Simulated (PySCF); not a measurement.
Vertical excitations of a molecule H8OSi3 from TDDFT-PBE/def2-SVPD (PySCF 2.14.0), as energy in eV (oscillator strength): 4.89 (0.001), 5.72 (0.101), 5.90 (0.010), 6.05 (0.018), 6.17 (0.019), 6.33 (0.162), 6.64 (0.006), 6.75 (0.007), 6.79 (0.055), 6.95 (0.010). Lowest triplet (TDA): 4.46 eV. Geometry optimised at PBE0-D3(BJ)/def2-SVP. One conformer was computed; it need not be the lowest.

Question: Identify the compound among the candidates.
A. O[SiH]([SiH3])[SiH3]
B. [SiH3]O[SiH2][SiH3]
C. O[SiH2][SiH2][SiH3]

Answer: A, O[SiH]([SiH3])[SiH3]
